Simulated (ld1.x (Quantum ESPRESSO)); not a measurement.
Sr (Z = 38): one change to a TM potential, before and after

Sr, norm-conserving Troullier–Martins (Kleinman–Bylander form), made with ld1.x (Quantum ESPRESSO) 7.5 (PBE, scalar-relativistic). Core [Kr], reference 4d0 5s1.5 5p0.5. Waves: 5s (bound): rc 3.05 bohr; 5p (bound): rc 3.80 bohr; 4d (bound, empty): rc 3.25 bohr. Local part: all-electron potential smoothed inside 2.50 bohr (lloc = -1). Core correction: none.

Change: local potential the d channel.

Cutoffs: the cutoffs (Ry, on a coarse ladder) from which the occupation-weighted sum of valence levels, in a spherical-Bessel basis at the reference potential, stays within 10 and 1 mRy of its value at 400 Ry; they do not see the model core or the augmentation charge, which bear on the density cutoff. Errors are all-electron minus pseudo energies relative to the spin-unpolarised reference configuration.

What does the change do?

Both files are so soft that the ladder of cutoffs tells neither apart; the bound ghosts move from s to p, s; the number of tests that count goes from 7 to 5; the errors of the 5 common tests hardly move. In the separable form a ghost depends on how the local part lies against the semilocal potential of the channel, so the choice of the local part can create or remove one.

| quantity | base | changed |
| --- | --- | --- |
| cutoff, loose | 6 Ry | 6 Ry |
| cutoff, tight | 8 Ry | 8 Ry |
| bound ghosts | s | s, p |
| tests counted (converged, no solver errors) | 7 of 7 | 5 of 7 |
| error for 4d0 5s2 5p0, meV [ΔE -1.14 eV] | +2.9 | +2.9 |
| error for 4d0 5s1 5p0, meV [ΔE 4.75 eV] | -4.1 | -3.8 |
| error for 4d0 5s1.5 5p0, meV [ΔE 1.20 eV] | -2.4 | -2.4 |
| error for 4d1 5s0 5p0, meV [ΔE 6.51 eV] | +561 | +558 |
| error for 4d1 5s1 5p0, meV [ΔE 1.19 eV] | +305 | +305 |
| s: phases at 4.08 bohr within 0.05 rad from the reference energy up to (Ry; the scan ends near 5) | 1.4 | 1.3 |
| p: phases at 4.08 bohr within 0.05 rad from the reference energy up to (Ry; the scan ends near 5) | 0.0 | -0.1 |
| d: phases at 4.08 bohr within 0.05 rad from the reference energy up to (Ry; the scan ends near 5) | 0.8 | 0.7 |

Base: The cutoffs count occupied waves only; the empty 4d level needs 12 Ry at the loose tolerance. Changed file: The cutoffs count occupied waves only; the empty 4d level needs 12 Ry at the loose tolerance. Tests not counted: 4d0 5s0 5p2 (solver errors, printed error -5.0 eV); 4d0 5s0 5p1 (solver errors, printed error -377 meV). A true bound ghost makes a file unfit for plane-wave use even where its test errors are small: the radial tests pick states by their node count and pass the ghost by. Where a test does run into it, the solver fails or the error is huge.
